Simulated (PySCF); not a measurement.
## Identify the compound

The spectra below were simulated for a compound C3H2F6.

¹H NMR (400 MHz, computed): δ 4.56 (dtq, J = 52.9, 11.9, 1.6 Hz, 2H).

¹³C{¹H} NMR (computed): δ 127.3 (C, qt, J = 355.0, 35.1 Hz), 117.6 (C, tqd, J = 311.5, 39.4, 20.4 Hz), 82.1 (CH2, dt, J = 252.7, 34.8 Hz).

All values are calculated (PySCF 2.14): PBE0-D3(BJ)/def2-SVP structure, B3LYP/pcJ-1 coupling constants (spin–dipole term only in couplings to heteroatoms), shieldings: GIAO KT3/pcSseg-2. Non-relativistic, isolated molecule, one computed conformer, one averaged value for each set of equivalent atoms.

Chemical shifts δ = σref − σ; TMS for ¹H, ¹³C, all at this level.

Task: Propose a structure and justify it.

Result: 
1. Rings plus π bonds: 0.
2. 3 carbon signals for 3 carbons: no two carbons are equivalent.
3. Carbon types of the structure: 2 × C, 1 × CH2, which accounts for all hydrogens.
4. δC 127.3: CF3 carbon; 3 electronegative neighbours deshield it.
5. δC 117.6: fully substituted sp3 carbon bonded to 2 F; 2 electronegative neighbours deshield it.
6. δC 82.1: sp3 CH2 bonded to F; pulled downfield by the heteroatom.
7. δH 4.56: hydrogen on an sp3 CH2 bonded to F; its carbon carries F, hence the downfield position.

Structure: `FCC(F)(F)C(F)(F)F`.

The shifts were computed for this structure.

Common functionals overestimate the size of one-bond C–F couplings by tens of Hz; these are unscaled. Splittings below 1 Hz are ignored in the labels, and close J values are merged. Shifts are as computed, not scaled to solution data. Of 1211 compounds with measured shifts, 218 miss one by over three times the rms of a fit or turn the order of signals round; such compounds aren't used in these exercises. Only one conformer was computed, so three-bond couplings in flexible chains and rings are approximate.
